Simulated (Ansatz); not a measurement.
PdnHm: PBE0-D4/def2-SVP single points in Ansatz on relaxed structures, gas phase. Each cluster is the lowest isomer that a short search found in that spin, judged at the geometry's level, and lower ones may exist. Core potentials for Pd, no spin–orbit coupling. HOMO and LUMO are taken over both spins. Binding counts from free atoms in the multiplicity of their measured ground term, without zero-point energy. The structures are stationary points that may keep the symmetry of their start. Remarks come from the PBE and PBE0 runs and from stability tests at other levels; not every state was tested. HOMO above LUMO (over both spins in singlets and doublets, within one spin in higher multiplets; at PBE or PBE0), or a gap under 0.15 eV within one spin, warns that the state may not be the lowest or that an electron is smeared out.

**Question.** Estimate the order by binding per atom (eV), lowest first.
A. Pd3H5 (doublet)
B. Pd4H3 (doublet)
C. Pd2H3 (doublet)
D. Pd4H7 (doublet)

**Answer.** C (1.86), B (1.94), A (2.06), D (2.19).

In full:

```
species  atoms    state           geometry  HOMO (eV)  LUMO (eV)  gap (eV)  binding per atom (eV)  point group (within 0.1 Å)                                                remarks
  Pd2H3      5  doublet  PBE0-D4/def2-TZVP      -5.77      -3.64      2.12                   1.86                          Cs  near-degenerate levels, gap within one spin near zero
  Pd4H3      7  doublet  B3LYP-D4/def2-SVP      -4.80      -2.83      1.97                   1.94                          C2                                                      –
  Pd3H5      8  doublet    PBE-D4/def2-SVP      -5.50      -3.32      2.18                   2.06                          Cs                                                      –
  Pd4H7     11  doublet   PBE0-D4/def2-SVP      -6.06      -3.39      2.67                   2.19                           –                                                      –
```

The gap (eV) runs from 1.97 (Pd4H3) to 2.67 (Pd4H7). It doesn't follow size steadily. The binding per atom (eV) runs from 1.86 (Pd2H3) to 2.19 (Pd4H7). It rises with size.
